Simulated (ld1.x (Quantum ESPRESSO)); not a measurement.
## samarium: one change to a TM semilocal potential, before and after

| Quantity | Value |
| --- | --- |
| Element | Sm |
| Generator | ld1.x (Quantum ESPRESSO) 7.5 |
| Type | norm-conserving Troullier–Martins (semilocal form) |
| Functional | PBE |
| Relativity | scalar-relativistic |
| Frozen core | [Xe] |
| Valence charge | 8 |
| Reference configuration | 4f6 5d1 6s1 6p0 |
| Partial waves | 6p (bound, empty): rc 4.20 bohr; 5d (bound): rc 3.65 bohr; 4f (bound): rc 1.20 bohr; 6s (bound): rc 2.95 bohr |
| Local potential | the s channel |
| Core correction | a·sin(br)/r model core, default radius (core density twice the valence density) |

All-electron outer shells of the reference configuration (PBE, scalar-relativistic, ld1.x):

```csv
shell,level (eV),outermost node (bohr),outermost maximum (bohr)
5s,-42.17,0.69,1.27
5p,-22.21,0.73,1.43
6s,-3.22,1.71,3.75
4f,-1.47,–,0.61
5d,-1.13,0.84,2.25
6p,-1.06,2.08,5.26
```

Change: wave 5d (bound): rc 3.65 bohr becomes 5d (bound): rc 3.18 bohr.

Cutoffs: the cutoffs (Ry, on a coarse ladder) from which the occupation-weighted sum of valence levels, in a spherical-Bessel basis at the reference potential, stays within 10 and 1 mRy of its value at 400 Ry; they do not see the model core or the augmentation charge, which bear on the density cutoff. Errors are all-electron minus pseudo energies relative to the spin-unpolarised reference configuration.

Problem. What does the change do?

Solution. The potential gets neither clearly harder nor softer (260 Ry and 300 Ry → 260 Ry and 300 Ry); of the 7 tests that both files solve, the error grows in 3 and shrinks in 0 by more than 15 % and 0.3 meV (median size 10.4 → 15.5 meV); the range in which the d phases agree widens (upper end 0.7 → at the end of the scan); neither file shows a bound ghost. That the errors move this way runs against the usual rule that smaller radii transfer better. A semilocal file is local in each channel, so a ghost entry of none says nothing of the separable form that plane-wave codes build from it.

| quantity | base | changed |
| --- | --- | --- |
| cutoff, loose | 260 Ry | 260 Ry |
| cutoff, tight | 300 Ry | 300 Ry |
| bound ghosts | none | none |
| error for 4f6 5d0 6s2 6p0, meV [ΔE -2.01 eV] | -5.5 | -10 |
| error for 4f6 5d0 6s1 6p0, meV [ΔE 3.94 eV] | -10 | -16 |
| error for 4f6 5d0 6s0 6p0, meV [ΔE 15.03 eV] | -80 | -88 |
| error for 4f6 5d1 6s0 6p0, meV [ΔE 5.35 eV] | -7.5 | -7.2 |
| error for 4f6 5d0 6s0 6p2, meV [ΔE 3.00 eV] | -66 | -73 |
| error for 4f5 5d1 6s1 6p0, meV [ΔE 7.40 eV] | -751 | -708 |
| error for 4f6 5d0.5 6s1.5 6p0, meV [ΔE -1.03 eV] | -0.8 | -1.8 |
| s: phases at 4.56 bohr within 0.05 rad from the reference energy up to (Ry; the scan ends near 5) | 0.7 | 0.7 |
| p: phases at 4.56 bohr within 0.05 rad from the reference energy up to (Ry; the scan ends near 5) | 1.0 | 1.0 |
| d: phases at 4.56 bohr within 0.05 rad from the reference energy up to (Ry; the scan ends near 5) | 0.7 | to the end of the scan |
| f: phases at 4.56 bohr within 0.05 rad from the reference energy up to (Ry; the scan ends near 5) | 2.3 | 2.3 |
